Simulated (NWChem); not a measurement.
System: GaF, singlet; SMILES [Ga][F]

NWChem input:

```
start job
memory heap 200 mb stack 900 mb global 1100 mb
geometry units angstroms noautosym nocenter noautoz
  Ga     0.000000     0.000000    -0.394809
  F      0.000000     0.000000     1.384312
end
basis spherical
  Ga library aug-cc-pvdz
  F library aug-cc-pvdz
end
dft
  xc pbe0
  iterations 150
end
property
  response 1 0.0
end
task dft property
```

Excerpt of the output:

```
             Northwest Computational Chemistry Package (NWChem) 7.3.0
             --------------------------------------------------------

                             Geometry "geometry" -> ""
                             -------------------------

 Output coordinates in angstroms (scale by  1.889725989 to convert to a.u.)

  No.       Tag          Charge          X              Y              Z
 ---- ---------------- ---------- -------------- -------------- --------------
    1 Ga                  31.0000     0.00000000     0.00000000    -0.39480900
    2 F                    9.0000     0.00000000     0.00000000     1.38431200

 Effective nuclear repulsion energy (a.u.)      82.9850541199

                              NWChem Property Module
                              ----------------------

                                 NWChem DFT Module
                                 -----------------

 Summary of "ao basis" -> "ao basis" (spherical)
 ------------------------------------------------------------------------------
       Tag                 Description            Shells   Functions and Types
 ---------------- ------------------------------  ------  ---------------------
 Ga                       aug-cc-pvdz               14       36   6s5p3d
 F                        aug-cc-pvdz                9       23   4s3p2d

            General Information
            -------------------
          SCF calculation type: DFT
          Wavefunction type:  closed shell.
          No. of atoms     :     2
          No. of electrons :    40
           Alpha electrons :    20
            Beta electrons :    20
          Charge           :     0
          Spin multiplicity:     1
          Use of symmetry is: off; symmetry adaption is: off
          Maximum number of iterations: 150
          AO basis - number of functions:    59
                     number of shells:    23
          Convergence on energy requested:  1.00D-06
          Convergence on density requested:  1.00D-05
          Convergence on gradient requested:  5.00D-04

              XC Information
              --------------
                         PBE0 Method XC Functional
                     Hartree-Fock (Exact) Exchange  0.250
          PerdewBurkeErnzerhof Exchange Functional  0.750
            Perdew 1991 LDA Correlation Functional  1.000 local
           PerdewBurkeErnz. Correlation Functional  1.000 non-local

             Grid Information
             ----------------
          Grid used for XC integration:  medium
          Radial quadrature: Mura-Knowles
          Angular quadrature: Lebedev.
          Tag              B.-S. Rad. Rad. Pts. Rad. Cut. Ang. Pts.
          ---              ---------- --------- --------- ---------
          Ga                  1.30      112          13.0       590
          F                   0.50       49          11.0       434
          Grid pruning is: on
          Number of quadrature shells:   161
          Spatial weights used:  Erf1

      Superposition of Atomic Density Guess
      -------------------------------------

 Sum of atomic energies:       -2022.58286285

      Non-variational initial energy
      ------------------------------

 Total energy =   -2022.478043
 1-e energy   =   -2988.360472
 2-e energy   =     882.897375
 HOMO         =      -0.332312
 LUMO         =       0.000820

   convergence    iter        energy       DeltaE   RMS-Dens  Diis-err
 ---------------- ----- ----------------- --------- --------- ---------
 d= 0,ls=0.0,diis     1  -2024.3049586781 -2.11D+03  2.30D-02  6.52D-01
 d= 0,ls=0.0,diis     2  -2023.9280246657  3.77D-01  1.38D-02  4.93D+00
 d= 0,ls=0.0,diis     3  -2024.3858008272 -4.58D-01  1.13D-03  3.82D-03
 d= 0,ls=0.0,diis     4  -2024.3861055168 -3.05D-04  2.92D-04  4.95D-04
 d= 0,ls=0.0,diis     5  -2024.3861570277 -5.15D-05  4.12D-05  5.19D-06
 d= 0,ls=0.0,diis     6  -2024.3861575969 -5.69D-07  5.65D-06  1.98D-07

         Total DFT energy =    -2024.386157596919
      One electron energy =    -2988.727629204457
           Coulomb energy =      966.500128665774
    Exchange-Corr. energy =      -85.143711178172
 Nuclear repulsion energy =       82.985054119937

 Numeric. integr. density =       39.999998805644

                       DFT Final Molecular Orbital Analysis
                       ------------------------------------

 Vector   18  Occ=2.000000D+00  E=-3.891666D-01
              MO Center=  9.5D-12, -7.0D-12,  1.3D+00, r^2= 6.4D-01
   Bfn.  Coefficient  Atom+Function         Bfn.  Coefficient  Atom+Function
  ----- ------------  ---------------      ----- ------------  ---------------
    41      0.475878  2 F  px                42      0.426838  2 F  py
    44      0.319510  2 F  px                45      0.286584  2 F  py
    47      0.074848  2 F  px                13      0.069319  1 Ga px
    48      0.067135  2 F  py                14      0.062176  1 Ga py
    25      0.059241  1 Ga d  1              23     -0.053136  1 Ga d -1

 Vector   19  Occ=2.000000D+00  E=-3.891666D-01
              MO Center= -1.5D-11,  1.7D-11,  1.3D+00, r^2= 6.4D-01
   Bfn.  Coefficient  Atom+Function         Bfn.  Coefficient  Atom+Function
  ----- ------------  ---------------      ----- ------------  ---------------
    42      0.475878  2 F  py                41     -0.426838  2 F  px
    45      0.319510  2 F  py                44     -0.286584  2 F  px
    48      0.074848  2 F  py                14      0.069319  1 Ga py
    47     -0.067135  2 F  px                13     -0.062176  1 Ga px
    23     -0.059241  1 Ga d -1              25     -0.053136  1 Ga d  1

 Vector   20  Occ=2.000000D+00  E=-2.891689D-01
              MO Center= -3.3D-10,  3.8D-10, -4.7D-01, r^2= 2.5D+00
   Bfn.  Coefficient  Atom+Function         Bfn.  Coefficient  Atom+Function
  ----- ------------  ---------------      ----- ------------  ---------------
     4      0.510082  1 Ga s                  5      0.500815  1 Ga s
    43      0.315872  2 F  pz                46      0.228571  2 F  pz
    15     -0.204195  1 Ga pz                24      0.085154  1 Ga d  0
    18     -0.079650  1 Ga pz                49      0.076161  2 F  pz
    40     -0.059223  2 F  s                 39     -0.058208  2 F  s

 Vector   21  Occ=0.000000D+00  E=-5.426159D-02
              MO Center= -2.0D-09,  2.4D-09, -5.6D-01, r^2= 4.7D+00
   Bfn.  Coefficient  Atom+Function         Bfn.  Coefficient  Atom+Function
  ----- ------------  ---------------      ----- ------------  ---------------
    17      0.484360  1 Ga py                16     -0.415496  1 Ga px
    14      0.332801  1 Ga py                13     -0.285485  1 Ga px
    20      0.123936  1 Ga py                42     -0.118696  2 F  py
    19     -0.106316  1 Ga px                41      0.101821  2 F  px
    45     -0.090208  2 F  py                48     -0.079589  2 F  py

 Vector   22  Occ=0.000000D+00  E=-5.426159D-02
              MO Center= -5.7D-10,  7.4D-10, -5.6D-01, r^2= 4.7D+00
   Bfn.  Coefficient  Atom+Function         Bfn.  Coefficient  Atom+Function
  ----- ------------  ---------------      ----- ------------  ---------------
    16      0.484360  1 Ga px                17      0.415496  1 Ga py
    13      0.332801  1 Ga px                14      0.285485  1 Ga py
    19      0.123936  1 Ga px                41     -0.118696  2 F  px
    20      0.106316  1 Ga py                42     -0.101821  2 F  py
    44     -0.090208  2 F  px                47     -0.079589  2 F  px

 Vector   23  Occ=0.000000D+00  E= 4.097805D-03
              MO Center= -1.9D-10,  2.4D-10, -9.0D-01, r^2= 1.5D+01
   Bfn.  Coefficient  Atom+Function         Bfn.  Coefficient  Atom+Function
  ----- ------------  ---------------      ----- ------------  ---------------
    21      0.719912  1 Ga pz                18      0.385463  1 Ga pz
     5      0.270493  1 Ga s                 15      0.175841  1 Ga pz
    39     -0.170865  2 F  s                 40     -0.167697  2 F  s
    34     -0.131394  1 Ga d  0               4      0.119883  1 Ga s
    46      0.100954  2 F  pz                43      0.091602  2 F  pz

     Multipole analysis of the density
     ---------------------------------

     L   x y z        total         alpha         beta         nuclear
     -   - - -        -----         -----         ----         -------
     0   0 0 0     -0.000000    -20.000000    -20.000000     40.000000

     1   1 0 0      0.000000      0.000000      0.000000      0.000000
     1   0 1 0     -0.000000     -0.000000     -0.000000      0.000000
     1   0 0 1     -0.902099     -0.658663     -0.658663      0.415228

     2   2 0 0    -14.214739     -7.107370     -7.107370      0.000000
     2   1 1 0      0.000000      0.000000      0.000000      0.000000
     2   1 0 1     -0.000000     -0.000000     -0.000000      0.000000
     2   0 2 0    -14.214739     -7.107370     -7.107370      0.000000
     2   0 1 1      0.000000      0.000000      0.000000      0.000000
     2   0 0 2    -19.167959    -49.006701    -49.006701     78.845443

 *** CALLING NEW AORESP DRIVER FOR CLOSED AND OPEN SHELLS ***
 Entering AOResponse driver routine

--------------------------------------------------------------------------------

          -----------------------------------------------
          Solving response equations for perturbing field
          -----------------------------------------------

 number of frequencies:     1
 frequency in a.u.:  0.0000000E+00
 Perturbing field: electric
 Using El. Dipole Length Gauge

 Setting up CPKS with frequency omega =      0.00000000 a.u.

 STATIC response

                                NWChem CPHF Module
                                ------------------

  scftype          =     RHF
  nclosed          =       20
  nopen            =        0
  variables        =      780
  # of vectors     =        3
  tolerance        = 0.10D-03
  level shift      = 0.00D+00
  max iterations   =       50
  max subspace     =       30

 SCF residual:    1.6643345675097462E-004

Iterative solution of linear equations
  No. of variables      780
  No. of equations        3
  Maximum subspace       30
        Iterations       50
       Convergence  1.0D-04

   iter   nsub   residual    time
   ----  ------  --------  ---------
     1      3    3.24D+00      19.3
     2      6    4.24D+00      26.4
     3      9    5.60D-01      33.6
     4     12    1.88D-02      40.6
     5     15    4.45D-03      47.8
     6     18    6.13D-04      54.8
     7     21    1.10D-04      61.9
     8     24    1.98D-05      68.9

 Electric Dipole Response Matrix (nonzero elements):

              1        2        3
    1   32.0070  -0.0000  -0.0000
    2   -0.0000  32.0070   0.0000
    3   -0.0000   0.0000  34.7113

 ------------------------------------------
 average:        32.90844 + I       0.00000

 DFT Linear Response polarizability / au
 Frequency  =       0.0000000 / au
              X              Y              Z
 -----------------------------------------------
 X      32.0070069     -0.0000000     -0.0000000
 Y      -0.0000000     32.0070069      0.0000000
 Z      -0.0000000      0.0000000     34.7112921
 -----------------------------------------------
 Eigenvalues =      32.0070069     32.0070070     34.7112921
 Isotropic   =      32.9084353
 Anisotropic =       2.7042851
 -----------------------------------------------

 Magnetic Dipole Response Matrix (nonzero elements):

 Exiting AOResponse driver routine
```

Level: PBE0/aug-cc-pVDZ. Low-valent species are run as closed-shell singlets; no triplet was tried in these runs. All runs use the structure optimised with PBE0/def2-SVP.
